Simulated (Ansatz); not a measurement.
These are r2SCAN-D4/def2-SVP (Ansatz, a quantum-chemistry and plane-wave program) values and carry that method's errors. No frequencies were computed at this level.

Ansatz 0.2 input:
```yaml
crystal:
  periodic: [false, false, false]
  atoms:
    - { symbol: Zn, position_ang: [0.183301, 0.252025, -0.487647] }
    - { symbol: O, position_ang: [-1.53397, -0.100066, -0.225625] }
    - { symbol: C, position_ang: [-2.60644, -0.70805, -0.87] }
    - { symbol: H, position_ang: [-3.46298, -0.65566, -0.187028] }
    - { symbol: H, position_ang: [-2.413416, -1.763206, -1.095666] }
    - { symbol: H, position_ang: [-2.877709, -0.193323, -1.799648] }
    - { symbol: N, position_ang: [1.321974, 0.993316, 0.831731] }
    - { symbol: C, position_ang: [0.716302, 2.186167, 1.384907] }
    - { symbol: C, position_ang: [2.743203, 1.178906, 0.649278] }
    - { symbol: H, position_ang: [1.116624, 2.335882, 2.393437] }
    - { symbol: H, position_ang: [0.931933, 3.093353, 0.800632] }
    - { symbol: H, position_ang: [-0.362011, 2.051597, 1.462804] }
    - { symbol: H, position_ang: [2.992726, 2.032164, 0.002697] }
    - { symbol: H, position_ang: [3.191129, 1.363322, 1.631873] }
    - { symbol: H, position_ang: [3.186492, 0.277217, 0.234019] }
basis:
  gaussian: { orbitals: def2-svp }
hamiltonian:
  xc: r2scan
  dispersion: d4
relax:
  max_steps: 150
```

Output:

```
[...]
these checks for a lower state are left out or cut short: starts, cluster_reference, orbital_swaps, neighbouring_geometries, increment
1669 factors; their error is unknown
mean field evaluation 96: about -55197.9673 eV, gradient 2.2e-3 eV
mean field -55197.96733867 eV, -2028.4878851700 hartree, gradient 2.6e-5 eV, S^2 0.000000; 0 other end points of the search recorded, 0 dependent functions left out
reference -55197.96735463 eV, -2028.4878857564 hartree; 36, 36 occupied and 110, 110 virtual orbitals, 1669 factors
relax step  12: F+E_penalty+E_count = -55198.03846453 eV  Δ(F+E_penalty+E_count) = -3.486e-3 eV  max|allowed force component| = 9.758e-2 eV/Å  Δτ_max = 0.0575 Å  (31 SCF iters, accepted)
these checks for a lower state are left out or cut short: starts, cluster_reference, orbital_swaps, neighbouring_geometries, increment
1669 factors; their error is unknown
mean field -55197.96821623 eV, -2028.4879174200 hartree, gradient 2.6e-5 eV, S^2 0.000000; 0 other end points of the search recorded, 0 dependent functions left out
reference -55197.96823219 eV, -2028.4879180065 hartree; 36, 36 occupied and 110, 110 virtual orbitals, 1669 factors
relax step  13: F+E_penalty+E_count = -55198.03935983 eV  Δ(F+E_penalty+E_count) = -8.953e-4 eV  max|allowed force component| = 1.320e-1 eV/Å  Δτ_max = 0.0814 Å  (31 SCF iters, accepted)
these checks for a lower state are left out or cut short: starts, cluster_reference, orbital_swaps, neighbouring_geometries, increment
1669 factors; their error is unknown
mean field -55197.96948573 eV, -2028.4879640729 hartree, gradient 2.6e-5 eV, S^2 0.000000; 0 other end points of the search recorded, 0 dependent functions left out
reference -55197.96950168 eV, -2028.4879646593 hartree; 36, 36 occupied and 110, 110 virtual orbitals, 1669 factors
relax step  14: F+E_penalty+E_count = -55198.04063368 eV  Δ(F+E_penalty+E_count) = -1.274e-3 eV  max|allowed force component| = 5.973e-2 eV/Å  Δτ_max = 0.0283 Å  (31 SCF iters, accepted)
these checks for a lower state are left out or cut short: starts, cluster_reference, orbital_swaps, neighbouring_geometries, increment
1669 factors; their error is unknown
mean field -55197.96979835 eV, -2028.4879755617 hartree, gradient 2.6e-5 eV, S^2 0.000000; 0 other end points of the search recorded, 0 dependent functions left out
reference -55197.96981431 eV, -2028.4879761481 hartree; 36, 36 occupied and 110, 110 virtual orbitals, 1669 factors
relax step  15: F+E_penalty+E_count = -55198.04096214 eV  Δ(F+E_penalty+E_count) = -3.285e-4 eV  max|allowed force component| = 3.666e-2 eV/Å  Δτ_max = 0.0230 Å  (31 SCF iters, accepted)
these checks for a lower state are left out or cut short: starts, cluster_reference, orbital_swaps, neighbouring_geometries, increment
1669 factors; their error is unknown
mean field -55197.97067016 eV, -2028.4880076002 hartree, gradient 2.7e-5 eV, S^2 0.000000; 0 other end points of the search recorded, 0 dependent functions left out
reference -55197.97068613 eV, -2028.4880081869 hartree; 36, 36 occupied and 110, 110 virtual orbitals, 1669 factors
relax step  16: F+E_penalty+E_count = -55198.04182978 eV  Δ(F+E_penalty+E_count) = -8.676e-4 eV  max|allowed force component| = 4.871e-3 eV/Å  Δτ_max = 0.0466 Å  (31 SCF iters, accepted)
these checks for a lower state are left out or cut short: starts, cluster_reference, orbital_swaps, neighbouring_geometries, increment
1669 factors; their error is unknown
mean field evaluation 128: about -55198.0454 eV, gradient 1.4e-1 eV
mean field -55197.96739950 eV, -2028.4878874057 hartree, gradient 2.7e-5 eV, S^2 0.000000; 0 other end points of the search recorded, 0 dependent functions left out
reference -55197.96741548 eV, -2028.4878879929 hartree; 36, 36 occupied and 110, 110 virtual orbitals, 1669 factors
relax step  17: F+E_penalty+E_count = -55198.03857034 eV  Δ(F+E_penalty+E_count) = +3.259e-3 eV  max|allowed force component| = 3.000e-1 eV/Å  Δτ_max = 0.1671 Å  (28 SCF iters, rejected (line search))
these checks for a lower state are left out or cut short: starts, cluster_reference, orbital_swaps, neighbouring_geometries, increment
1669 factors; their error is unknown
mean field -55197.97149902 eV, -2028.4880380599 hartree, gradient 2.6e-5 eV, S^2 0.000000; 0 other end points of the search recorded, 0 dependent functions left out
reference -55197.97151500 eV, -2028.4880386472 hartree; 36, 36 occupied and 110, 110 virtual orbitals, 1669 factors
relax step  18: F+E_penalty+E_count = -55198.04266473 eV  Δ(F+E_penalty+E_count) = -8.349e-4 eV  max|allowed force component| = 3.685e-2 eV/Å  Δτ_max = 0.0815 Å  (31 SCF iters, accepted)
these checks for a lower state are left out or cut short: starts, cluster_reference, orbital_swaps, neighbouring_geometries, increment
1669 factors; their error is unknown
mean field -55197.97145478 eV, -2028.4880364342 hartree, gradient 2.6e-5 eV, S^2 0.000000; 0 other end points of the search recorded, 0 dependent functions left out
reference -55197.97147075 eV, -2028.4880370214 hartree; 36, 36 occupied and 110, 110 virtual orbitals, 1669 factors
relax step  19: F+E_penalty+E_count = -55198.04262582 eV  Δ(F+E_penalty+E_count) = +3.891e-5 eV  max|allowed force component| = 1.164e-1 eV/Å  Δτ_max = 0.0743 Å  (30 SCF iters, rejected (line search))
these checks for a lower state are left out or cut short: starts, cluster_reference, orbital_swaps, neighbouring_geometries, increment
1669 factors; their error is unknown
mean field -55197.97186706 eV, -2028.4880515854 hartree, gradient 2.6e-5 eV, S^2 0.000000; 0 other end points of the search recorded, 0 dependent functions left out
reference -55197.97188304 eV, -2028.4880521728 hartree; 36, 36 occupied and 110, 110 virtual orbitals, 1669 factors
relax step  20: F+E_penalty+E_count = -55198.04303319 eV  Δ(F+E_penalty+E_count) = -3.685e-4 eV  max|allowed force component| = 3.439e-2 eV/Å  Δτ_max = 0.0354 Å  (32 SCF iters, accepted)
these checks for a lower state are left out or cut short: starts, cluster_reference, orbital_swaps, neighbouring_geometries, increment
1669 factors; their error is unknown
mean field evaluation 160: about -55197.9723 eV, gradient 2.6e-5 eV
mean field -55197.97226239 eV, -2028.4880661133 hartree, gradient 2.6e-5 eV, S^2 0.000000; 0 other end points of the search recorded, 0 dependent functions left out
reference -55197.97227836 eV, -2028.4880667004 hartree; 36, 36 occupied and 110, 110 virtual orbitals, 1669 factors
relax step  21: F+E_penalty+E_count = -55198.04343474 eV  Δ(F+E_penalty+E_count) = -4.016e-4 eV  max|allowed force component| = 2.232e-2 eV/Å  Δτ_max = 0.0488 Å  (31 SCF iters, accepted)
these checks for a lower state are left out or cut short: starts, cluster_reference, orbital_swaps, neighbouring_geometries, increment
1669 factors; their error is unknown
mean field -55197.97231735 eV, -2028.4880681333 hartree, gradient 2.6e-5 eV, S^2 0.000000; 0 other end points of the search recorded, 0 dependent functions left out
reference -55197.97233331 eV, -2028.4880687199 hartree; 36, 36 occupied and 110, 110 virtual orbitals, 1669 factors
relax step  22: F+E_penalty+E_count = -55198.04349593 eV  Δ(F+E_penalty+E_count) = -6.119e-5 eV  max|allowed force component| = 8.676e-2 eV/Å  Δτ_max = 0.0737 Å  (30 SCF iters, accepted)
these checks for a lower state are left out or cut short: starts, cluster_reference, orbital_swaps, neighbouring_geometries, increment
1669 factors; their error is unknown
mean field -55197.97268076 eV, -2028.4880814882 hartree, gradient 2.6e-5 eV, S^2 0.000000; 0 other end points of the search recorded, 0 dependent functions left out
reference -55197.97269672 eV, -2028.4880820748 hartree; 36, 36 occupied and 110, 110 virtual orbitals, 1669 factors
relax step  23: F+E_penalty+E_count = -55198.04385746 eV  Δ(F+E_penalty+E_count) = -3.615e-4 eV  max|allowed force component| = 2.247e-2 eV/Å  Δτ_max = 0.0043 Å  (33 SCF iters, accepted)
these checks for a lower state are left out or cut short: starts, cluster_reference, orbital_swaps, neighbouring_geometries, increment
1669 factors; their error is unknown
mean field -55197.97279048 eV, -2028.4880855203 hartree, gradient 2.6e-5 eV, S^2 0.000000; 0 other end points of the search recorded, 0 dependent functions left out
reference -55197.97280644 eV, -2028.4880861069 hartree; 36, 36 occupied and 110, 110 virtual orbitals, 1669 factors
relax step  24: F+E_penalty+E_count = -55198.04396759 eV  Δ(F+E_penalty+E_count) = -1.101e-4 eV  max|allowed force component| = 3.787e-3 eV/Å  Δτ_max = 0.0143 Å  (31 SCF iters, accepted)
these checks for a lower state are left out or cut short: starts, cluster_reference, orbital_swaps, neighbouring_geometries, increment
1669 factors; their error is unknown
mean field -55197.97289299 eV, -2028.4880892874 hartree, gradient 2.6e-5 eV, S^2 0.000000; 0 other end points of the search recorded, 0 dependent functions left out
reference -55197.97290895 eV, -2028.4880898740 hartree; 36, 36 occupied and 110, 110 virtual orbitals, 1669 factors
relax step  25: F+E_penalty+E_count = -55198.04406703 eV  Δ(F+E_penalty+E_count) = -9.945e-5 eV  max|allowed force component| = 9.300e-3 eV/Å  Δτ_max = 0.0311 Å  (31 SCF iters, accepted)
these checks for a lower state are left out or cut short: starts, cluster_reference, orbital_swaps, neighbouring_geometries, increment
1669 factors; their error is unknown
mean field evaluation 192: about -55197.9727 eV, gradient 3.2e-1 eV
mean field -55197.97285539 eV, -2028.4880879059 hartree, gradient 2.6e-5 eV, S^2 0.000000; 0 other end points of the search recorded, 0 dependent functions left out
reference -55197.97287136 eV, -2028.4880884928 hartree; 36, 36 occupied and 110, 110 virtual orbitals, 1669 factors
relax step  26: F+E_penalty+E_count = -55198.04402198 eV  Δ(F+E_penalty+E_count) = +4.505e-5 eV  max|allowed force component| = 4.867e-2 eV/Å  Δτ_max = 0.0640 Å  (30 SCF iters, rejected (line search))
these checks for a lower state are left out or cut short: starts, cluster_reference, orbital_swaps, neighbouring_geometries, increment
1669 factors; their error is unknown
mean field -55197.97295721 eV, -2028.4880916475 hartree, gradient 2.6e-5 eV, S^2 0.000000; 0 other end points of the search recorded, 0 dependent functions left out
reference -55197.97297317 eV, -2028.4880922343 hartree; 36, 36 occupied and 110, 110 virtual orbitals, 1669 factors
relax step  27: F+E_penalty+E_count = -55198.04412702 eV  Δ(F+E_penalty+E_count) = -5.999e-5 eV  max|allowed force component| = 1.126e-2 eV/Å  Δτ_max = 0.0312 Å  (32 SCF iters, accepted)
these checks for a lower state are left out or cut short: starts, cluster_reference, orbital_swaps, neighbouring_geometries, increment
1669 factors; their error is unknown
mean field -55197.97297745 eV, -2028.4880923913 hartree, gradient 2.6e-5 eV, S^2 0.000000; 0 other end points of the search recorded, 0 dependent functions left out
reference -55197.97299342 eV, -2028.4880929782 hartree; 36, 36 occupied and 110, 110 virtual orbitals, 1669 factors
relax step  28: F+E_penalty+E_count = -55198.04414471 eV  Δ(F+E_penalty+E_count) = -1.769e-5 eV  max|allowed force component| = 1.400e-2 eV/Å  Δτ_max = 0.0215 Å  (31 SCF iters, accepted)
these checks for a lower state are left out or cut short: starts, cluster_reference, orbital_swaps, neighbouring_geometries, increment
1669 factors; their error is unknown
mean field -55197.97299053 eV, -2028.4880928721 hartree, gradient 2.6e-5 eV, S^2 0.000000; 0 other end points of the search recorded, 0 dependent functions left out
reference -55197.97300650 eV, -2028.4880934590 hartree; 36, 36 occupied and 110, 110 virtual orbitals, 1669 factors
relax step  29: F+E_penalty+E_count = -55198.04415750 eV  Δ(F+E_penalty+E_count) = -1.279e-5 eV  max|allowed force component| = 4.838e-3 eV/Å  Δτ_max = 0.0063 Å  (33 SCF iters, accepted)
1669 factors; their error is unknown
mean field evaluation 224: about -55198.0152 eV, gradient 4.4e0 eV
mean field -55197.97299053 eV, -2028.4880928721 hartree, gradient 3.2e-5 eV, S^2 0.000000; 1 other end points of the search recorded, 0 dependent functions left out
reference -55197.97300650 eV, -2028.4880934590 hartree; 36, 36 occupied and 110, 110 virtual orbitals, 1669 factors
Total energy: -55198.04417347 eV, -2028.4907087968 hartree
Atom 0 at    -0.324464     0.285295     0.433543 Å, force     0.000769     0.000031    -0.000174 eV/Å
Atom 1 at    -1.697677    -0.784081     0.141214 Å, force    -0.001753     0.000251    -0.001548 eV/Å
Atom 2 at    -2.455138    -0.840480    -1.030628 Å, force     0.000837     0.000603    -0.003232 eV/Å
Atom 3 at    -3.249235    -1.602951    -0.915015 Å, force     0.001572     0.002147    -0.001737 eV/Å
Atom 4 at    -1.866097    -1.130569    -1.927462 Å, force    -0.003614     0.001359     0.004838 eV/Å
Atom 5 at    -2.967237     0.114918    -1.276330 Å, force     0.002530    -0.004672     0.002115 eV/Å
Atom 6 at     1.092654     1.243605     1.005498 Å, force    -0.000571     0.001054    -0.000575 eV/Å
Atom 7 at     0.948601     2.599277     1.476445 Å, force     0.001012    -0.000740     0.000037 eV/Å
Atom 8 at     2.434796     0.941019     0.572547 Å, force    -0.000710     0.000355     0.000270 eV/Å
Atom 9 at     1.632541     2.800276     2.329127 Å, force    -0.000098     0.000223    -0.000092 eV/Å
Atom 10 at     1.178613     3.368495     0.703436 Å, force     0.000058    -0.000308     0.000078 eV/Å
Atom 11 at    -0.075851     2.792577     1.836138 Å, force    -0.000023    -0.000284    -0.000281 eV/Å
Atom 12 at     2.785691     1.575282    -0.274054 Å, force    -0.000103    -0.000115     0.000280 eV/Å
Atom 13 at     3.163867     1.091701     1.397755 Å, force     0.000026     0.000038     0.000105 eV/Å
Atom 14 at     2.526095    -0.110721     0.253551 Å, force     0.000068     0.000057    -0.000084 eV/Å
Dipole moment:     0.113684     0.200458    -0.185657 e Å
```

Cost: roughly 5 core-minutes.
